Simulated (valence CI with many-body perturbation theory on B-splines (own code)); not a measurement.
# Sensitivity of CI+MBPT for Os70+

Computed by configuration interaction combined with many-body perturbation theory (CI+MBPT): four valence electrons over a frozen Dirac-Fock core [He], radial functions for each j: 6 s, 6 p, 5 d, 3 f, 1 g, with the one-electron correlation potential Σ1, the two-electron term Σ2, the three-electron term Σ3, Breit, model QED; selected CI, second order for the rest, scaled by the run's own slope (own B-spline code, finite nucleus).

No measured spectrum was set against this ion. As an estimate, large intervals hold to a few tenths of a per cent, small ones and those within an open d or f shell to about a per cent.

The reference run has the lowest level (2s^2 2p1/2^2) J=0 and an ionisation energy of 19603.7 eV. Its largest variational space holds 7561 state functions.

Levels are named by their leading jj configuration (3d3/2^4 stands for four electrons in 3d with j = 3/2), which in mixed levels can hold well under half, so a name can repeat and another be missing. Letters in brackets count levels of one name in rising energy.

Changed runs:
A. orbitals per symmetry with explicit Σ2 and valence Breit (the others get mean screening factors) 5 → 2
B. lowest core n in screening and Σ2 1 → 4
C. three-electron term on → off
D. correlating orbitals by l 3 3 3 2 1 → 2 2 1 1 0; natural orbitals for correlation on → off (bad on purpose)

Excitation energies of the reference run in Ry, and shifts in cm⁻¹:

| Level | Reference | A | C | D |
| --- | --- | --- | --- | --- |
| (2s^2 2p1/2 2p3/2) J=1 | 117.46 | -1111 | +112 | -3626 |
| (2s^2 2p1/2 2p3/2) J=2 | 118.80 | -1269 | +364 | -2267 |
| (2s 2p1/2^2 2p3/2) J=2 | 140.67 | -437 | +555 | -1943 |
| (2s 2p1/2^2 2p3/2) J=1 | 147.38 | +248 | +1317 | +2814 |
| (2s^2 2p3/2^2) J=2 | 238.16 | -1565 | +531 | -4922 |
| (2s^2 2p3/2^2) J=0 | 242.98 | -293 | +976 | -3456 |
| (2s 2p1/2 2p3/2^2) J=2 [a] | 255.95 | -1371 | +482 | -7172 |
| (2s 2p1/2 2p3/2^2) J=3 | 259.26 | -1901 | +814 | -3963 |
| (2s 2p1/2 2p3/2^2) J=0 | 264.13 | +328 | +1022 | -1528 |
| (2s 2p1/2 2p3/2^2) J=1 [a] | 265.86 | -895 | +1456 | -853 |
| (2s 2p1/2 2p3/2^2) J=2 [b] | 266.51 | -1079 | +1518 | +883 |
| (2s 2p1/2 2p3/2^2) J=1 [b] | 266.86 | -114 | +1331 | +20 |
| Ionisation energy (eV) | 19603.7 | -0.3 | +0.15 | -1.5 |

Run B: It gave no result: the setting left no core shell for the response of the core. The program said: "need at least one array to concatenate".
